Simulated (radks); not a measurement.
Spherical quantum dot in the effective-mass picture: electrons in a parabolic well V = omega^2 r^2 / 2 with omega = 0.0833, all in effective atomic units (hartree* = m*/eps^2 hartree, bohr* = eps/m* bohr), one dielectric constant everywhere. Method: non-relativistic Kohn-Sham, LDA (Slater exchange, Perdew-Wang correlation), spin-polarised, spherical densities; computed with a radial shooting solver with Libxc functionals. Levels are named by radial order and angular momentum (1s, 1p, 1d, 2s, ...), and open shells are averaged over m. Results are scaled to m* = 0.124 and eps = 15.3, for which hartree* = 14.41 meV and bohr* = 6.529 nm.

N = 9, configuration 1s2 1p6 1d(up 1, down 0). This is the lowest configuration that the search found (a dilute case). Occupied and some empty levels:

level    occupation  eigenvalue (meV)  <r> (nm)
1s up             1            16.220     47.15
1s down           1            16.265     46.60
1p up             3            16.576     53.89
1p down           3            16.630     53.73
1d up             1            17.059     58.89
1d down           0            17.116     58.91
2s up             0            17.415     46.87
2s down           0            17.441     47.11
1f up             0            17.641     63.04
1f down           0            17.698     63.17
2p up             0            18.074     54.31
2p down           0            18.105     54.34

Energy (meV): total 88.4273, kinetic 5.7119, external 31.864, Hartree 64.946, exchange-correlation -14.094.

Electron density:

r (nm)  n(r) (e/nm^3)
2.20        2.982e-06
7.72        3.295e-06
13.2        3.926e-06
18.8        4.803e-06
24.3        5.813e-06
29.8        6.802e-06
35.3        7.583e-06
40.9        7.956e-06
46.4        7.754e-06
51.9        6.915e-06
57.4        5.554e-06
62.9        3.957e-06
68.5        2.458e-06
74.0        1.333e-06
79.5        6.190e-07
85.0        2.502e-07
90.6        8.624e-08
96.0        2.610e-08
102         6.736e-09
107         1.514e-09
